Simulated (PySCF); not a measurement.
FeBr₂, SMILES [Fe]([Br])[Br] (connectivity only; charge and spin as stated), neutral, multiplicity 5. Atoms are numbered in the order given.

```xyz
3

Fe     0.0000     0.0000     0.0000
Br     0.0000     0.0000    -2.2895
Br     0.0000     0.0000     2.2895
```
Charge 0, spin multiplicity 5.

Coordinates come from a PBE0-D3(BJ)/def2-SVP optimisation. The multiplicity is an assumed one; other spin states were not compared.

Calculation: PBE/def2-TZVPD in PySCF.

Mulliken values depend strongly on the basis, most of all with diffuse functions as here. ESP charges are fitted to the potential on shells at 1.4 to 2.0 van der Waals radii. Atomic charges (e):

| atom | ESP fit | meta-Löwdin | Mulliken spin |
|---|---|---|---|
| Fe1 | 0.36 | … | 3.74 |
| Br2 | -0.18 | … | 0.13 |
| Br3 | -0.18 | … | 0.13 |

Problem. Fill in the missing entries. (The exact figures need the calculation; the answer reports its results.)

Solution. 
- Fe1, meta-Löwdin: 0.99
- Br2, meta-Löwdin: -0.49
- Br3, meta-Löwdin: -0.49
